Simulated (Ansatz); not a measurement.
# Nudged elastic band run: H₂OSSe

The input (input.yaml):

```yaml
crystal:
  periodic: [false, false, false]
  atoms:
    - { symbol: O, position_ang: [-1.203419, -1.023297, 0.119886] }
    - { symbol: S, position_ang: [-0.589272, 0.337048, 0.893043] }
    - { symbol: Se, position_ang: [1.598028, 0.3272, 0.516411] }
    - { symbol: H, position_ang: [-1.401962, -0.77339, -0.796814] }
    - { symbol: H, position_ang: [1.596615, 1.132449, -0.732535] }
basis:
  gaussian: { orbitals: def2-SVP }
hamiltonian:
  xc: b3lyp
neb:
  order_check: false
  images: 7
  f_tol: 0.2
  max_iterations: 60
  final_atoms:
    - { symbol: O, position_ang: [-1.37035172, -0.43679225, -0.41847558] }
    - { symbol: S, position_ang: [-0.54653195, 0.30347278, 0.8463963] }
    - { symbol: Se, position_ang: [1.61036639, 0.16206293, 0.34119905] }
    - { symbol: H, position_ang: [-1.38479583, -1.39111386, -0.24066331] }
    - { symbol: H, position_ang: [1.69130311, 1.3623804, -0.52846547] }
  initial_path:
    images:
      - { positions_ang: [[-1.203419, -1.023297, 0.119886], [-0.589272, 0.337048, 0.893043], [1.598028, 0.3272, 0.516411], [-1.401962, -0.77339, -0.796814], [1.596615, 1.132449, -0.732535]] }
      - { positions_ang: [[-1.26970028, -0.93069899, 0.09758443], [-0.58103175, 0.33429827, 0.92233058], [1.56422866, 0.27426256, 0.45968679], [-1.28436038, -0.8376739, -0.76639193], [1.57085376, 1.15982206, -0.71321887]] }
      - { positions_ang: [[-1.33598156, -0.83810097, 0.07528286], [-0.5727915, 0.33154855, 0.95161816], [1.53042931, 0.22132511, 0.40296258], [-1.16675877, -0.90195781, -0.73596986], [1.54509251, 1.18719512, -0.69390274]] }
      - { positions_ang: [[-1.40226284, -0.74550296, 0.05298129], [-0.56455125, 0.32879882, 0.98090574], [1.49662997, 0.16838767, 0.34623838], [-1.04915715, -0.96624171, -0.70554779], [1.51933127, 1.21456818, -0.67458661]] }
      - { positions_ang: [[-1.46854412, -0.65290495, 0.03067971], [-0.556311, 0.3260491, 1.01019331], [1.46283063, 0.11545023, 0.28951417], [-0.93155554, -1.03052562, -0.67512571], [1.49357003, 1.24194124, -0.65527048]] }
      - { positions_ang: [[-1.44399602, -0.59887677, -0.08160911], [-0.55386624, 0.32040502, 0.96924406], [1.49971457, 0.12710341, 0.30243539], [-1.04486561, -1.12067268, -0.56651011], [1.5430033, 1.27205103, -0.62356923]] }
      - { positions_ang: [[-1.41944792, -0.5448486, -0.19389793], [-0.55142147, 0.31476094, 0.92829481], [1.53659851, 0.13875658, 0.31535661], [-1.15817568, -1.21081974, -0.45789451], [1.59243657, 1.30216082, -0.59186797]] }
      - { positions_ang: [[-1.39489982, -0.49082043, -0.30618675], [-0.54897671, 0.30911686, 0.88734555], [1.57348245, 0.15040976, 0.32827783], [-1.27148575, -1.3009668, -0.34927891], [1.64186984, 1.33227061, -0.56016672]] }
      - { positions_ang: [[-1.37035172, -0.43679225, -0.41847558], [-0.54653195, 0.30347278, 0.8463963], [1.61036639, 0.16206293, 0.34119905], [-1.38479583, -1.39111386, -0.24066331], [1.69130311, 1.3623804, -0.52846547]] }
```

Run as:

```bash
$ ansatz run input.yaml --threads 1 --pin off --max-ram 2048MiB --backend cpu --events-out ev --progress --plain --runs-dir out
```

Output, in part (warnings, iteration lines, the closing report on the highest movable image, with atoms numbered from 0):

```
NEB end point (image 0): max|allowed force component| = 1.124e-2 eV/Å (the criterion of neb.relax_end_points is 4.000e-2)
NEB end point (image 8): max|allowed force component| = 8.273e-3 eV/Å (the criterion of neb.relax_end_points is 4.000e-2)
NEB iter   1: max|band force component| = 2.003e1 eV/Å  barrier→ = 2.0283 eV  barrier← = 2.0436 eV  Δτ_max = 0.1855 Å  (239 SCF iters)
NEB iter   2: max|band force component| = 1.157e0 eV/Å  barrier→ = 0.2863 eV  barrier← = 0.3015 eV  Δτ_max = 0.1909 Å  (209 SCF iters)
NEB iter   3: max|band force component| = 7.929e-1 eV/Å  barrier→ = 0.2608 eV  barrier← = 0.2761 eV  Δτ_max = 0.1012 Å  (199 SCF iters)
NEB iter   4: max|band force component| = 3.163e-1 eV/Å  barrier→ = 0.2420 eV  barrier← = 0.2572 eV  CI = image 4  Δτ_max = 0.0900 Å  (195 SCF iters)
NEB iter   5: max|band force component| = 3.134e-1 eV/Å  barrier→ = 0.2498 eV  barrier← = 0.2650 eV  CI = image 4  Δτ_max = 0.0271 Å  (198 SCF iters)
NEB iter   6: max|band force component| = 2.438e-1 eV/Å  barrier→ = 0.2496 eV  barrier← = 0.2648 eV  CI = image 4  Δτ_max = 0.0163 Å  (188 SCF iters)
NEB iter   7: max|band force component| = 1.165e-1 eV/Å  barrier→ = 0.2490 eV  barrier← = 0.2643 eV  CI = image 4  Δτ_max = 0.0000 Å  (379 SCF iters)
Total energy: -78252.04699761 eV, -2875.7096860196 hartree
Atom 0 at    -1.506780    -0.660018     0.011905 Å, force    -0.037662    -0.039272    -0.044169 eV/Å
Atom 1 at    -0.558802     0.314058     1.040846 Å, force     0.050724     0.011578     0.008639 eV/Å
Atom 2 at     1.509080     0.134439     0.317332 Å, force    -0.032559     0.039776    -0.033047 eV/Å
Atom 3 at    -0.937556    -1.026886    -0.683899 Å, force     0.012452     0.025632     0.035224 eV/Å
Atom 4 at     1.494048     1.238416    -0.686192 Å, force     0.007045    -0.037715     0.033353 eV/Å
Dipole moment:     0.375969     0.053889    -0.270508 e Å
```

It converged. The threshold of 0.2 eV/Å is loose, so the images may lie well off the minimum-energy path. Another band between the same ends (7 images) ends at a top of the same energy, where a vibrational analysis finds 1 clearly imaginary mode.

Final band (atoms are numbered from 1 in the order of the input):

```csv
image,path coordinate (Å),energy (kJ/mol),dihedral H4–O1–S2–Se3 (°)
0,0.00,0.0,-87
1,0.22,2.5,-71
2,0.44,9.4,-52
3,0.67,19.1,-29
4,0.89,24.0,-3
5,1.15,17.5,26
6,1.41,7.0,52
7,1.66,0.6,71
8,1.92,-1.5,84
```

Time of the run: 2.2 min on 1 thread of Arm Neoverse V2 (shared host), peak memory 0.25 GiB.
